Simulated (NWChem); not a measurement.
**F$_{2}$Mg in NWChem**

```xyz
3

Mg     0.0000     0.0000     0.0000
F      0.0000     0.0000     1.7682
F      0.0000     0.0000    -1.7682
```
Charge 0, spin multiplicity 1.

The numbers come from NWChem runs, not from measurements. Structure: optimised with PBE/def2-SVP, a minimum by its harmonic frequencies.

Symmetry labels belong to the abelian group D2h used in the runs, with the axes of the coordinates shown; states degenerate in a higher group split over its labels.

The structure started from a generated list of species.

### Question
List the lowest 4 singlet excitations that TDA-CAM-B3LYP/def2-SVPD gives, with oscillator strengths.

### Answer
```tsv
state	symmetry	energy (eV)	wavelength (nm)	f
1	b3g	6.98	178	0.000
2	b2g	6.98	178	0.000
3	b2u	7.19	172	0.087
4	b3u	7.19	172	0.087
```
